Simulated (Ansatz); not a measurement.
Job for Ansatz (a first-principles code): R-RI-MP2/aug-cc-pVTZ on CH6FGaO (a complex), monomers drawn apart or pushed together. Files ending in .json are basis or fitting sets from the Basis Set Exchange. The run froze 17 orbitals, filled d shells among them.

Ansatz 0.2 input:
```yaml
crystal:
  periodic: [false, false, false]
  atoms:
    - {symbol: C, position_ang: [-0.81961779, -0.59600906, 2.46606368]}
    - {symbol: O, position_ang: [0.30629081, 0.09500580, 1.93705396]}
    - {symbol: Ga, position_ang: [0.60977218, 0.39946948, 0.17661847]}
    - {symbol: H, position_ang: [-1.49901563, -0.92624417, 1.67507676]}
    - {symbol: H, position_ang: [-0.47995652, -1.47015689, 3.02537897]}
    - {symbol: H, position_ang: [-1.36446284, 0.06328739, 3.14486741]}
    - {symbol: H, position_ang: [-0.50086895, -0.17494581, -0.75500837]}
    - {symbol: H, position_ang: [1.92416496, 1.17865520, -0.07774270]}
    - {symbol: F, position_ang: [2.50297014, 1.15416729, 4.84251780]}
    - {symbol: H, position_ang: [1.89994997, 0.85455023, 4.16339670]}
basis:
  gaussian:
    orbitals: aug-cc-pVTZ
    fitting: {mean_field: def2-universal-JKFIT, correlation: aug-cc-pVTZ-RIFIT.json}
magnetization: {spin_polarized: false}
correlation: {method: mp2, electrons: outside_noble_gas}
scf: {lower_state_search: off}
```

It printed:

```
WARN ansatz: RAYON_NUM_THREADS=1 ignored (pool sized by the plan → 1); use --threads N
Functional definition: HF
these checks for a lower state are left out or cut short: stability, starts, cluster_reference, orbital_swaps, neighbouring_geometries, increment
integrals: 0.51 GiB planned
603 factors; integrals over basis functions are off by at most 1.1e0 eV
mean field: 0.82 GiB planned
mean field evaluation 1: about -58201.8405 eV, gradient 4.6e1 eV
mean field evaluation 2: about -58204.3352 eV, gradient 3.3e1 eV
mean field evaluation 4: about -58206.0861 eV, gradient 1.6e0 eV
mean field evaluation 8: about -58206.0936 eV, gradient 1.7e-6 eV
mean field -58206.09364449 eV, -2139.0344879278 hartree, gradient 1.7e-6 eV, S^2 0.000000; 0 other end points of the search recorded, 0 dependent functions left out
17 core orbitals not correlated, not the lowest: weight in the atoms' cores, before any rotation towards them, 0.879 or more for the frozen orbitals, at most 0.125 for the correlated occupied ones
785 factors; their error is unknown
reference -58206.09364449 eV, -2139.0344879278 hartree; 13, 13 occupied and 305, 305 virtual orbitals, 785 factors
second order -21.65434737 eV of doubles, -0.00000000 eV of singles
Total energy: -58227.74799186 eV, -2139.8302705158 hartree
Checks for a lower state left out: stability, starts, cluster_reference, orbital_swaps, neighbouring_geometries, increment
```

The run converged.

Cost: very roughly 4 core-seconds.
